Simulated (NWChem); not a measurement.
Program: NWChem. System: AlO, charge 0, spin multiplicity 2, at a geometry optimised with UB3LYP/def2-SVP. The structure started from a generated list of species. Its SCF solution wasn't tested for a lower state. Level: UB3LYP/def2-SVP, VWN1-RPA local correlation.

Job file:

```
start mol
memory heap 200 mb stack 900 mb global 1100 mb
geometry units angstroms nocenter noautoz
  Al     0.000000     0.000000     0.624139
  O      0.000000     0.000000    -1.014226
  symmetry group C2v
end
basis spherical
  * library def2-svp
end
dft
  xc b3lyp
  odft
  mult 2
  semidirect memsize 60000000 filesize 0
  iterations 100
end
task dft energy
```

Part of the output:

```
             Northwest Computational Chemistry Package (NWChem) 7.3.0
             --------------------------------------------------------

                                NWChem Input Module
                                -------------------

 Scaling coordinates for geometry "geometry" by  1.889725989
 (inverse scale =  0.529177249)

 Turning off AUTOSYM since
 SYMMETRY directive was detected!

                             Geometry "geometry" -> ""
                             -------------------------

 Output coordinates in angstroms (scale by  1.889725989 to convert to a.u.)

  No.       Tag          Charge          X              Y              Z
 ---- ---------------- ---------- -------------- -------------- --------------
    1 Al                  13.0000     0.00000000     0.00000000     0.62413900
    2 O                    8.0000     0.00000000     0.00000000    -1.01422600

 Effective nuclear repulsion energy (a.u.)      33.5910703024

            Nuclear Dipole moment (a.u.)
            ----------------------------
        X                 Y               Z
 ---------------- ---------------- ----------------
     0.0000000000     0.0000000000    -0.0000018897

      Symmetry information
      --------------------

 Group name             C2v
 Group number             16
 Group order               4
 No. of unique centers     2

      Symmetry unique atoms

     1    2


 Summary of "ao basis" -> "" (spherical)
 ------------------------------------------------------------------------------
       Tag                 Description            Shells   Functions and Types
 ---------------- ------------------------------  ------  ---------------------
 *                          def2-svp                  on all atoms

                                 NWChem DFT Module
                                 -----------------

 Summary of "ao basis" -> "ao basis" (spherical)
 ------------------------------------------------------------------------------
       Tag                 Description            Shells   Functions and Types
 ---------------- ------------------------------  ------  ---------------------
 Al                         def2-svp                 8       18   4s3p1d
 O                          def2-svp                 6       14   3s2p1d

 Summary of "ao basis" -> "ao basis" (spherical)
 ------------------------------------------------------------------------------
       Tag                 Description            Shells   Functions and Types
 ---------------- ------------------------------  ------  ---------------------
 Al                         def2-svp                 8       18   4s3p1d
 O                          def2-svp                 6       14   3s2p1d

      Symmetry analysis of basis
      --------------------------

        a1         16
        a2          2
        b1          7
        b2          7

            General Information
            -------------------
          SCF calculation type: DFT
          Wavefunction type:  spin polarized.
          No. of atoms     :     2
          No. of electrons :    21
           Alpha electrons :    11
            Beta electrons :    10
          Charge           :     0
          Spin multiplicity:     2
          Use of symmetry is: on ; symmetry adaption is: on
          Maximum number of iterations: 100
          AO basis - number of functions:    32
                     number of shells:    14
          Convergence on energy requested:  1.00D-06
          Convergence on density requested:  1.00D-05
[...]
     5     -0.178328  1 Al px                17     -0.115150  1 Al d  1

 Vector   14  Occ=0.000000D+00  E= 4.008385D-02  Symmetry=a1
              MO Center= -1.8D-16, -1.8D-16,  2.2D-01, r^2= 4.7D+00
   Bfn.  Coefficient  Atom+Function         Bfn.  Coefficient  Atom+Function
  ----- ------------  ---------------      ----- ------------  ---------------
    13      1.025211  1 Al pz                 4     -0.619341  1 Al s
    21      0.597575  2 O  s                 16      0.187681  1 Al d  0
    20      0.125362  2 O  s                 10      0.124343  1 Al pz
    24      0.116286  2 O  pz                 7     -0.083322  1 Al pz
     2     -0.082869  1 Al s                 19      0.077422  2 O  s

                     DFT Final Beta Molecular Orbital Analysis
                     -----------------------------------------

 Vector    8  Occ=1.000000D+00  E=-3.145837D-01  Symmetry=a1
              MO Center= -8.8D-16,  2.1D-15, -1.6D-01, r^2= 2.2D+00
   Bfn.  Coefficient  Atom+Function         Bfn.  Coefficient  Atom+Function
  ----- ------------  ---------------      ----- ------------  ---------------
     3      0.696955  1 Al s                 24      0.393249  2 O  pz
     2      0.363190  1 Al s                 21     -0.248194  2 O  s
    27      0.244423  2 O  pz                20     -0.164821  2 O  s
     4      0.098662  1 Al s                 13      0.087324  1 Al pz
    19     -0.080549  2 O  s                  1      0.057523  1 Al s

 Vector    9  Occ=1.000000D+00  E=-2.759593D-01  Symmetry=b2
              MO Center=  5.5D-31, -2.0D-15, -8.1D-01, r^2= 1.1D+00
   Bfn.  Coefficient  Atom+Function         Bfn.  Coefficient  Atom+Function
  ----- ------------  ---------------      ----- ------------  ---------------
    23      0.577193  2 O  py                26      0.418021  2 O  py
    12      0.183435  1 Al py                 9      0.159320  1 Al py
     6     -0.092831  1 Al py                15     -0.077093  1 Al d -1

 Vector   10  Occ=1.000000D+00  E=-2.759593D-01  Symmetry=b1
              MO Center=  1.0D-15, -2.6D-31, -8.1D-01, r^2= 1.1D+00
   Bfn.  Coefficient  Atom+Function         Bfn.  Coefficient  Atom+Function
  ----- ------------  ---------------      ----- ------------  ---------------
    22      0.577193  2 O  px                25      0.418021  2 O  px
    11      0.183435  1 Al px                 8      0.159320  1 Al px
     5     -0.092831  1 Al px                17      0.077093  1 Al d  1

 Vector   11  Occ=0.000000D+00  E=-1.681994D-01  Symmetry=a1
              MO Center= -7.5D-17, -6.8D-16,  3.9D-01, r^2= 3.1D+00
   Bfn.  Coefficient  Atom+Function         Bfn.  Coefficient  Atom+Function
  ----- ------------  ---------------      ----- ------------  ---------------
     4      0.474160  1 Al s                 24     -0.413917  2 O  pz
    10      0.291438  1 Al pz                27     -0.287026  2 O  pz
     3      0.231300  1 Al s                 13      0.208492  1 Al pz
     7     -0.167586  1 Al pz                 2      0.160753  1 Al s
    21      0.069665  2 O  s                 16     -0.055207  1 Al d  0

 Vector   12  Occ=0.000000D+00  E=-3.216780D-02  Symmetry=b2
              MO Center= -5.1D-32,  4.9D-16,  6.0D-01, r^2= 3.8D+00
   Bfn.  Coefficient  Atom+Function         Bfn.  Coefficient  Atom+Function
  ----- ------------  ---------------      ----- ------------  ---------------
    12      0.780419  1 Al py                 9      0.313470  1 Al py
    26     -0.279013  2 O  py                23     -0.266155  2 O  py
     6     -0.170638  1 Al py                15      0.082456  1 Al d -1

 Vector   13  Occ=0.000000D+00  E=-3.216780D-02  Symmetry=b1
              MO Center= -1.9D-16,  3.5D-32,  6.0D-01, r^2= 3.8D+00
   Bfn.  Coefficient  Atom+Function         Bfn.  Coefficient  Atom+Function
  ----- ------------  ---------------      ----- ------------  ---------------
    11      0.780419  1 Al px                 8      0.313470  1 Al px
    25     -0.279013  2 O  px                22     -0.266155  2 O  px
     5     -0.170638  1 Al px                17     -0.082456  1 Al d  1

   alpha - beta orbital overlaps
   -----------------------------

   alpha      1      2      3      4      5      6      7      8      9     10
    beta      1      2      3      4      5      6      7      8      9     10
 overlap   1.000  1.000  1.000  1.000  1.000  1.000  1.000  0.971  1.000  1.000

   alpha     11     12     13     14     15     16     17     18     19     20
    beta     11     12     13     14     15     16     17     18     19     20
 overlap   0.972  0.999  0.999  0.997  0.997  0.997  0.997  0.997  1.000  1.000

   alpha     21     22     23     24     25     26     27     28     29     30
    beta     21     22     23     26     24     25     27     28     29     30
 overlap   0.997  0.997  1.000  0.999  1.000  1.000  0.999  1.000  1.000  1.000

   alpha     31     32
    beta     31     32
 overlap   1.000  1.000

     --------------------------
     Expectation value of S2:
     --------------------------
      <S2> =      0.7576 (Exact =     0.7500)

 center of mass
 --------------
 x =   0.00000000 y =   0.00000000 z =   0.02716443

 moments of inertia (a.u.)
 ------------------
          96.258034831943           0.000000000000           0.000000000000
           0.000000000000          96.258034831943           0.000000000000
           0.000000000000           0.000000000000           0.000000000000

     Multipole analysis of the density
     ---------------------------------

     L   x y z        total         alpha         beta         nuclear
     -   - - -        -----         -----         ----         -------
     0   0 0 0     -0.000000    -11.000000    -10.000000     21.000000

     1   1 0 0     -0.000000     -0.000000     -0.000000      0.000000
     1   0 1 0     -0.000000     -0.000000     -0.000000      0.000000
     1   0 0 1      1.405005      0.388170      1.016837     -0.000002

     2   2 0 0    -11.878069     -6.699119     -5.178950      0.000000
     2   1 1 0     -0.000000     -0.000000     -0.000000      0.000000
     2   1 0 1     -0.000000     -0.000000      0.000000      0.000000
     2   0 2 0    -11.878069     -6.699119     -5.178950      0.000000
     2   0 1 1      0.000000     -0.000000      0.000000      0.000000
     2   0 0 2    -14.058297    -34.598072    -26.931734     47.471509

 Task  times  cpu:        0.6s     wall:        0.6s

 Total times  cpu:        0.6s     wall:        0.6s
```
